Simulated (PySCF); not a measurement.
# Distorted geometries of [TaOF4]−

[TaOF4]− (singlet). PySCF 2.14.0, RKS TPSS, Ta def2-SVP with ECP60, O def2-SVP, F def2-SVP; non-relativistic Hamiltonian with scalar-relativistic core potentials where named; density fitting; no spin-orbit coupling. Relaxed geometry:

```xyz
6

Ta    0.0000    0.0000    0.0814
O     0.0000    0.0000    1.8425
F     1.8660    0.0000   -0.4657
F     0.0000    1.8660   -0.4657
F    -1.8660    0.0000   -0.4657
F     0.0000   -1.8660   -0.4657
```

Order these distorted geometries by energy above the relaxed one, lowest first.
A.
```xyz
6

Ta   -0.0180   -0.0059    0.0911
O    -0.0049   -0.0054    1.8280
F     1.8638    0.0237   -0.4769
F     0.0494    1.8887   -0.4370
F    -1.8751   -0.0777   -0.4472
F    -0.0153   -1.8234   -0.4971
```
B.
```xyz
6

Ta   -0.0071   -0.0052    0.0671
O    -0.0265    0.0081    1.8314
F     1.8517   -0.0228   -0.4512
F     0.0250    1.8786   -0.4982
F    -1.8562    0.0032   -0.4513
F     0.0131   -1.8619   -0.4369
```
C.
```xyz
6

Ta   -0.0870   -0.0373    0.0805
O     0.1595    0.1468    1.9330
F     1.6059   -0.0303   -0.3865
F     0.1067    1.8570   -0.4636
F    -1.9003   -0.1208   -0.7755
F     0.1153   -1.8154   -0.3270
```

B (0.02 eV), A (0.07 eV), C (1.28 eV).

Which forces (eV/Å) act in the one that lies 1.28 eV up?


```
Ta  -4.79  4.40  5.49
O   -1.26 -0.72 -3.47
F    6.33  0.10 -1.97
F   -0.70 -0.46 -0.08
F    0.72  0.14  0.60
F   -0.31 -3.47 -0.58
```
Forces carry noise of the integration grid, about 0.01 to 0.03 eV/Å.

No frequency check is given that shows the relaxed geometry to be a minimum.
